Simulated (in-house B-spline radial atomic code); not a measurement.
A fraction x of an electron is removed from 4d in Pd3+, starting from [Kr] 4d7 and keeping the highest spin. Method: scalar-relativistic (X2C) HSE06, spin-polarised, spherical fractional occupations, Fermi nucleus of rms radius 4.5318 fm. Calculated with a radial B-spline atomic code at the basis-set limit.

Caution: exact exchange at fractional occupations of open shells leaves self-interaction of up to several eV.

| x | E(x) - E(0) (eV) | 4d down level (eV) |
| --- | --- | --- |
| 0 | 0.0000 | -39.810 |
| 0.1 | 4.0495 | -41.180 |
| 0.14 | 5.7077 | -41.731 |
| 0.31 | 13.0023 | -44.091 |
| 0.38 | 16.1230 | -45.071 |
| 0.5 | 21.6331 | -46.762 |
| 0.6 | 26.3802 | -48.182 |
| 0.75 | 33.7684 | -50.330 |
| 0.83 | 37.8411 | -51.483 |
| 0.95 | 44.1234 | -53.225 |
| 1 | 46.8030 | -53.954 |

The exact functional would give a straight line between the two integer points. Deviations E(x) - E(0) - x[E(1) - E(0)], in eV: -0.631 at x = 0.1, -0.845 at x = 0.14, -1.507 at x = 0.31, -1.662 at x = 0.38, -1.768 at x = 0.5, -1.702 at x = 0.6, -1.334 at x = 0.75, -1.005 at x = 0.83, -0.339 at x = 0.95.

The curve lies below the straight line by up to 1.768 eV (at x = 0.5): convex, the delocalisation error, to which spherically averaged exact exchange adds.

Task: How well does Slater's transition state (minus the level at half occupation) give the ionisation energy?

Result: It gives 46.762 eV against 46.803 eV from the two total energies; NIST lists 46.00 eV, ground level to ground level. The end point has an open shell averaged over its orbitals, so its exact exchange keeps a self-interaction and this is no true integer point.
